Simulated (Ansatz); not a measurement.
Program: Ansatz. Geometries: PBE0-D4/def2-TZVP. ΔE: electronic, gas phase. CBS: def2 TZ/QZ extrapolation, frozen cores. DFT in def2-TZVPP. One conformer a species, not always the lowest.

`FBF` + `N=C=O` → `O=C=NBF` + H–F  (ligand exchange at a B–F bond)

```csv
species,r2SCAN0-D4 energy (Eh)
`FBF`,-225.22267
`N=C=O`,-168.64065
`O=C=NBF`,-293.41185
H–F,-100.43391
```

Problem. Work out ΔE.

Solution. ΔE = (-293.41185) + (-100.43391) − (-225.22267) − (-168.64065) = 0.01756 Eh = +11.0 kcal/mol. CCSD(T)/CBS gives +10.5 kcal/mol.

Problem. What do rigid-rotor, harmonic-oscillator terms from PBE0-D4/def2-TZVP frequencies (298.15 K, 1 bar) make of the CCSD(T)/CBS value? (Estimate.)

Solution. Ansatz gave: ΔZPE = -0.4 kcal/mol, ΔH = +10.7 kcal/mol, ΔS = -8 J/(mol·K), ΔG = +11.3 kcal/mol.

Largest T1 diagnostic among the species: 0.018.

The D4 term adds −0.8 kcal/mol with B3LYP and −0.5 kcal/mol with PBE0; it sums over pairs of atoms, weighted by their polarisabilities, and B3LYP, whose exchange is more repulsive, gets the larger term. At CCSD(T), def2-SVP lies +2.9 kcal/mol from the extrapolated value and def2-TZVPP +0.7 kcal/mol. Leaving LDA and LC-ωPBE aside and taking each functional with its dispersion term where it has one, the values, not all of them listed here, spread over 2.1 kcal/mol, from revPBE-D4 to B97M-V.

B3LYP here is the variant with VWN-RPA as its local correlation; programs differ in this.
